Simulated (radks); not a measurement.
Results of a calculation; reference values are marked as such.
Valence configurations of the gadolinium ion Gd+ (all share [Xe]). Level of theory: scalar-relativistic Kohn-Sham, SCAN, spin-polarised, spherical densities, finite nucleus; open shells are filled with parallel spins first (spin-orbit coupling, left out, can overturn this in heavy ions); meta-GGA in the generalised Kohn-Sham scheme; Fermi nuclear charge, rms radius 5.1569 fm (a radial shooting solver on a logarithmic mesh with Libxc functionals). Energies are relative to 4f7 5d1 6s1; eigenvalues in eV for spin up.

valence              E (eV)  moment (Bohr magnetons)    e(4f)    e(5d)   e(6p)    e(6s)
4f7 5d1 6s1           0.000                        9  -17.166   -9.116       -  -10.161
4f7.5 5d0.5 6s1       0.102                        8  -13.876   -8.246       -   -9.789
4f7.5 5d1 6s0.5       0.886                        8  -12.905   -7.602       -   -9.148
4f7 5d2               1.220                        9  -15.097   -7.662       -        -
4f7 5d1 6s0.5 6p0.5   2.098                        9  -17.865   -9.519  -6.433  -10.512
4f8 5d1               2.806                        7   -9.169   -6.233       -        -
4f6.5 5d1 6s1.5       5.734                        8  -21.903  -10.632       -  -10.828
4f6 5d2 6s1          10.699                        9  -23.980  -10.601       -  -10.998
4f5 5d3 6s1          27.066                        9  -31.321  -12.007       -  -11.455

NIST lists [Xe] 4f7 5d1 6s1 as the ground configuration; this level of theory agrees among the configurations tried. The energies are those of spherical high-spin densities, not of single terms. No valid solution was reached for [Xe] 4f6 5d1 6s1 6p1.
